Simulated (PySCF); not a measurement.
**UHF on Co²⁺ (cobalt, charge +2)**

Configuration: [Ar] 3d7, high-spin 4F determinant. Calculation: PySCF 2.14, in Sapporo-DKH3-DZP-2012 (6s4p3d1f, 40 functions); scalar relativity by spin-free X2C-1e.

```json
{
  "Total energy": "-1391.019188 hartree",
  "One-electron energy": "-1908.7272 hartree",
  "Hartree (Coulomb) energy": "576.0501 hartree",
  "Exchange energy": "-58.3421 hartree",
  "⟨S²⟩": "3.7542",
  "⟨L²⟩": "12.026",
  "Sum of ⟨r⟩": "15.44 bohr",
  "Sum of ⟨r²⟩": "15.73 bohr²",
  "Langevin diamagnetic susceptibility": "-12.5 ×10⁻⁶ cm³/mol",
  "Time after the integrals": "0.13 s of wall time on 1 thread of Intel(R) Xeon(R) 6975P-C (shared host)"
}
```

```csv
shell,electrons,mean orbital energy (eV),spread (eV),"rms radius, mean of both spins (bohr)"
1s α,1,-7795.4,0,0.0649
1s β,1,-7795.4,0,0.0649
2s α,1,-985.09,0,0.276
2s β,1,-982.33,0,0.276
2p α,3,-842.99,0,0.249
2p β,3,-840.24,0,0.249
3s α,1,-148.29,0,0.833
3s β,1,-140.59,0,0.833
3p α,3,-105.95,0,0.889
3p β,3,-96.676,0,0.889
3d α,5,-38.111,1.390,1.14
3d β,2,-34.380,0,1.14
```

Densities and radii are taken from the X2C orbitals without a picture-change correction, which distorts them close to the nucleus.
